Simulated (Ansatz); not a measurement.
Calculated with Ansatz (gas phase, PBE0-D4/def2-TZVP geometries, no zero-point term in ΔE). CBS: MP2 limit from def2 TZ/QZ plus the TZ coupled-cluster correction, frozen cores. This one scheme is used for every species. For Se outer-core shells are correlated without core-valence functions, which leaves a few kJ/mol of doubt a bond. Scalar relativity is left out up to krypton. Each species was taken in one conformer, which may not be the lowest.

Reaction (formal exchange of groups at the Se–Si bond): `O[SiH2][Se][SiH3]` + `C#C` → `C#C[Se][SiH3]` + `O[SiH3]`

```json
{"species": "`O[SiH2][Se][SiH3]`", "CCSD(T)/CBS(def2) energy (Eh)": "-3057.73876"}
{"species": "`C#C`", "CCSD(T)/CBS(def2) energy (Eh)": "-77.22717"}
{"species": "`C#C[Se][SiH3]`", "CCSD(T)/CBS(def2) energy (Eh)": "-2768.23066"}
{"species": "`O[SiH3]`", "CCSD(T)/CBS(def2) energy (Eh)": "-366.69042"}
```

(1) Work out ΔE.

Largest T1 diagnostic among the species: 0.013.

## Answers

(1) ΔE = (-2768.23066) + (-366.69042) − (-3057.73876) − (-77.22717) = 0.04485 Eh = +28.1 kcal/mol.

The D4 term adds +1.2 kcal/mol with B3LYP and +0.7 kcal/mol with PBE0; it sums over pairs of atoms, weighted by their polarisabilities, and B3LYP, whose exchange is more repulsive, gets the larger term. From PBE to PBE0 (25 % exact exchange), in def2-TZVPP and without D4, ΔE moves by +1.2 kcal/mol.

B3LYP here is the variant with VWN-RPA as its local correlation; programs differ in this.
